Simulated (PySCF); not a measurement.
AlH3O, SMILES [OH][AlH2].

Geometry: PBE0-D3(BJ)/def2-TZVP. The geometry has at least one imaginary mode, so it is a saddle point at that level.

Method: PBE0-D3(BJ)/def2-TZVP in PySCF.

Frequencies are harmonic and unscaled.

```
mode  ν (cm⁻¹)  IR (km/mol)  Raman (Å⁴/amu)  depolarisation  moving atoms (share of kinetic energy)
----  --------  -----------  --------------  --------------  --------------------------------------
1         465i        154.6             0.1            0.75                          H 84 %, O 14 %
2         140i        191.3             0.1            0.75                          H 85 %, O 14 %
3          565         79.1             6.3            0.75                         H 85 %, Al 10 %
4          627        210.8             0.3            0.75                         H 87 %, Al 12 %
5          795        127.9             7.6            0.72                                  H 95 %
6          910        192.7             7.4            0.08                         O 54 %, Al 39 %
7         1941         73.6           263.7            0.08                                  H 98 %
8         1941        289.2            31.0            0.75                                  H 95 %
9         4125        203.7           113.1            0.23                                  H 94 %
```
